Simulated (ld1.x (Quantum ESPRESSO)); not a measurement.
## Ca (Z = 20), TM: configuration errors across variants

ld1.x (Quantum ESPRESSO) 7.5 input, shortened:

```
&input
   title='Ca', zed=20., rel=1, dft='PZ', iswitch=3,
   config='[Ar] 3d0 4s2 4p0'
 /
 &inputp
   pseudotype=2, tm=.true., lloc=0,
   nlcc=.false.
 /
3
3P  2  1   6.00   0.00  1.05  1.05  0.0
3D  3  2   0.00   0.00  3.30  3.30  0.0
4S  1  0   2.00   0.00  2.90  2.90  0.0
 &test
   configts(1)='3p6 3d0 4s2 4p0'
 /
```

All-electron excitation energies from the reference (eV): (1) 3p6 3d0 4s1 4p0 6.463; (2) 3p6 3d0 4s0 4p0 18.413; (3) 3p6 3d0 4s1.5 4p0 2.567; (4) 3p5 3d0 4s2 4p0 34.656; (5) 3p6 3d0 4s0 4p1 9.585; (6) 3p6 3d1 4s1 4p0 2.242; (7) 3p6 3d0 4s1 4p1 2.491; (8) 3p6 3d0 4s1 4p0 spin 6.255; (9) 3p6 3d0 4s1.5 4p0 spin 2.528.

Spin tests fill each open shell by Hund’s rule, majority spin first.

2 further variants failed, have other tests or too few solved ones, and are left out.

Errors AE − PS in meV (a dash: test not solved or not reliable):

| change | (1) | (2) | (3) | (4) | (5) | (6) | (7) | (8) | (9) | bound ghosts |
| --- | --- | --- | --- | --- | --- | --- | --- | --- | --- | --- |
| base | +5.1 | +24 | +1.0 | -262 | -748 | +40 | -425 | +8.9 | +1.7 | none |
| wave 3p (bound): rc 1.05 bohr becomes 3p (bound): rc 1.06 bohr | +5.1 | +24 | +1.0 | -262 | -748 | +40 | -425 | +8.9 | +1.7 | none |
| wave 3p (bound): rc 1.05 bohr becomes 3p (bound): rc 1.20 bohr | +5.1 | +24 | +1.0 | -262 | -748 | +40 | -425 | +8.9 | +1.7 | none |
| wave 3p (bound): rc 1.05 bohr becomes 3p (bound): rc 1.28 bohr | +5.1 | +24 | +1.0 | -264 | -748 | +40 | -425 | +8.9 | +1.7 | none |
| wave 3p (bound): rc 1.05 bohr becomes 3p (bound): rc 1.48 bohr | +5.1 | +24 | +1.0 | -268 | -748 | +40 | -425 | +8.9 | +1.7 | none |
| wave 3p (bound): rc 1.05 bohr becomes 3p (bound): rc 1.58 bohr | +5.1 | +24 | +1.0 | -270 | -748 | +40 | -425 | +8.9 | +1.7 | none |

(1) Give the same row for: wave 3p (bound): rc 1.05 bohr becomes 3p (bound): rc 0.84 bohr.

Results:

(1) +5.1, +24, +1.0, -266, -749, +40, -425, +8.8, +1.7; bound ghosts: none.
